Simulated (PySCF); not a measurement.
## Core-level binding energies of `C/N=C\[SiH2]C(C)(C)C`

Species: C6H15NSi.
SMILES with atom numbers: `[CH3:1]/[N:2]=[CH:3]\[SiH2:4][C:5]([CH3:6])([CH3:7])[CH3:8]`

Geometry (PBE0-D3(BJ)/def2-SVP, Å), atoms numbered from 1 in this order:
```xyz
23
C6H15NSi angstrom
C      4.016   -0.500    0.064
N      3.108   -0.198   -1.003
C      1.870   -0.047   -0.760
Si     0.934   -0.153    0.908
C     -0.912    0.206    0.605
C     -1.651    0.113    1.944
C     -1.474   -0.833   -0.370
C     -1.068    1.614    0.024
H      3.553   -0.608    1.066
H      4.554   -1.433   -0.173
H      4.783    0.290    0.118
H      1.244    0.178   -1.646
H      1.088   -1.518    1.508
H      1.489    0.844    1.882
H     -1.281    0.857    2.668
H     -2.730    0.299    1.800
H     -1.547   -0.884    2.402
H     -2.554   -0.664   -0.528
H     -1.354   -1.860    0.011
H     -0.989   -0.783   -1.357
H     -2.134    1.836   -0.162
H     -0.685    2.385    0.713
H     -0.539    1.731   -0.935
```

Theory: delta-SCF UKS SCAN, pcX-2 on the ionised atom, pcseg-1 elsewhere, spin-free X2C (PySCF). Vertical ΔSCF values, vacuum level as zero.

Question: Give the core binding energies atom by atom.

Answer: 
| atom(s) | bonded to | level | binding energy (eV) | 2p1/2 (eV) | above the level's lowest (eV) | count |
| --- | --- | --- | --- | --- | --- | --- |
| Si4 | 2 C and 2 H | Si 2p3/2 | 106.16 | 106.78 | 0.00 | 1 |
| C5 | 3 C and Si | C 1s | 290.18 | – | 0.00 | 1 |
| C6/C7/C8 | C and 3 H | C 1s | 290.47 | – | +0.29 | 3 |
| C3 | N (double bond), H and Si | C 1s | 290.87 | – | +0.69 | 1 |
| C1 | N and 3 H | C 1s | 291.28 | – | +1.10 | 1 |
| N2 | C (double bond) and C | N 1s | 404.52 | – | 0.00 | 1 |
| Si4 | 2 C and 2 H | Si 1s | 1845.89 | – | 0.00 | 1 |

Lowest listed C 1s: C5, bonded to 3 C and Si. Highest, 1.10 eV above it: C1, bonded to N and 3 H.

Question: Express the binding energy of C 1s of C3 in atomic units and per mole.

Answer: 290.87 eV = 10.6893 Eh = 28065 kJ/mol.

Question: What is the longest wavelength that can ionise C 1s of C3 vertically?

Answer: λ = hc/E = 12398.42 eV Å / 290.87 eV = 42.625 Å.

Topologically equivalent atoms share the value of their first member; where this conformer doesn't relate them by symmetry, their own values could differ. 2p3/2 and 2p1/2 are the ΔSCF energy of one spin-free 2p hole plus the eigenvalues of a spin–orbit and ligand-field matrix of the shell. 2p1/2 minus 2p3/2 (ligand field included): Si 0.62 eV. One conformer (not necessarily the lowest) at the PBE0-D3(BJ)/def2-SVP geometry, without solvent, vibrations or thermal averaging.
